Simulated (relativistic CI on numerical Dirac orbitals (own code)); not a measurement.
Al⁶⁺: q coefficients

Computed by Dirac-Coulomb-Breit CI, separate exchange-only KLI orbitals for each configuration, derivatives by finite differences, unscaled Slater integrals, QED left out (own radial code, finite nucleus).

Configuration list (outside the closed core 1s2): 2s2 2p3, 2s 2p4, 2p5, 2s2 2p2 3s, 2s2 2p2 3p, 2p4 3s, 2s2 2p2 3d, 2p4 3p. Levels of other configurations are missing.

With x = (α/α₀)² − 1 an excitation energy changes as ω = ω₀ + qx; K = 2q/ω₀ is the relative enhancement. Terms are leading LS components, so labels can repeat.

Lowest level 2s2 2p3 4S°_3/2.

| Level | ω₀ (cm⁻¹) | q (cm⁻¹) |
| --- | --- | --- |
| 2s2 2p3 2D°_3/2 | 65931 | -429.4 |
| 2s2 2p3 2D°_5/2 | 66033 | -8.93 |
| 2s2 2p3 2P°_1/2 | 94321 | 464.1 |
| 2s2 2p3 2P°_3/2 | 94607 | 1152 |
| 2s 2p4 4P_5/2 | 278504 | 3335 |
| 2s 2p4 4P_3/2 | 280952 | 5811 |
| 2s 2p4 4P_1/2 | 282254 | 7073 |
| 2s 2p4 2D_5/2 | 394423 | 4979 |
| 2s 2p4 2D_3/2 | 394473 | 4976 |
| 2s 2p4 2S_1/2 | 460594 | 5057 |
| 2s 2p4 2P_3/2 | 494038 | 4470 |
| 2s 2p4 2P_1/2 | 496941 | 7479 |
| 2p5 2P°_3/2 | 763703 | 8519 |
| 2p5 2P°_1/2 | 767616 | 12450 |
| 2s2 2p2 3s 4P_1/2 | 1142837 | -3443 |
| 2s2 2p2 3s 4P_3/2 | 1144377 | -1797 |
| 2s2 2p2 3s 4P_5/2 | 1146643 | 445.5 |
| 2s2 2p2 3s 2P_1/2 | 1160477 | -2669 |
| 2s2 2p2 3s 2P_3/2 | 1163251 | 69.96 |
| 2s2 2p2 3s 2D_5/2 | 1196550 | -625.7 |
| 2s2 2p2 3s 2D_3/2 | 1196610 | -524.2 |
| 2s2 2p2 3p 2S°_1/2 | 1210387 | -397.5 |
| 2s2 2p2 3p 4D°_1/2 | 1215952 | -2669 |

At this charge configurations can still be misplaced by up to about 7 % of their energy.

(1) Which transition from the lowest level has the largest |K|?

## Answers

(1) 2s 2p4 4P_1/2 at 282254 cm⁻¹, K = 0.0501.
